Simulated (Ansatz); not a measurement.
```yaml
crystal:
  periodic: [false, false, false]
  atoms:
    - {symbol: C, position_ang: [-1.836970, 0.680302, 0.224530]}
    - {symbol: Ti, position_ang: [0.168613, 0.272369, -0.140024]}
    - {symbol: C, position_ang: [1.085073, -0.341956, 1.637260]}
    - {symbol: C, position_ang: [0.300615, -1.155221, -1.507893]}
    - {symbol: O, position_ang: [0.956140, 1.725029, -0.767002]}
    - {symbol: H, position_ang: [-2.229309, -0.295446, 0.665199]}
    - {symbol: H, position_ang: [-2.016358, 1.438467, 0.955921]}
    - {symbol: H, position_ang: [-2.299257, 0.876286, -0.734226]}
    - {symbol: H, position_ang: [0.977202, 0.404281, 2.375108]}
    - {symbol: H, position_ang: [0.526873, -1.328425, 1.953996]}
    - {symbol: H, position_ang: [2.100842, -0.536311, 1.485321]}
    - {symbol: H, position_ang: [-0.227965, -2.139090, -1.144893]}
    - {symbol: H, position_ang: [1.360000, -1.455763, -1.688629]}
    - {symbol: H, position_ang: [-0.137530, -0.924042, -2.475732]}
    - {symbol: H, position_ang: [1.258118, 2.615975, -0.877416]}
basis:
  gaussian: {orbitals: cc-pVDZ}
hamiltonian: {xc: {name: TPSS}}
accuracy: high
scf: {lower_state_search: off}
output: {forces: true}
```

```sh
$ ansatz run in.yaml --threads 4 --pin off --events-out ev --progress --plain --max-ram 11315MiB
```

Shortened log:

```
Error: YAML parse error: error: line 21 column 19: hamiltonian.xc: no functional is named "TPSS"; the names, which are not case-sensitive, are SVWN5, SPW92, PBE, PBE0, PBEsol, revPBE, revPBE0, RPBE, rPW86-PBE, HSE06, wPBEh, LC-wPBE, HISS, HF, BLYP, B3LYP, B3LYP5, BHLYP, CAM-B3LYP, r2SCAN, r2SCANh, r2SCAN0, r2SCAN50, m-r2SCAN, B97, wB97, wB97X, wB97X-V, B97M-V, wB97M-V, B2PLYP, B2GP-PLYP, PBE0-DH, PBE-QIDH
19 | basis:
20 |   gaussian: {orbitals: cc-pVDZ}
21 | hamiltonian: {xc: {name: TPSS}}
22 | accuracy: high
23 | scf: {lower_state_search: off}
```

(1) Something in this input is off. What?

Results:

(1) The method's name isn't one that the program takes here. The input was rejected before any iteration.

HSE06 is defined as in plane-wave codes.
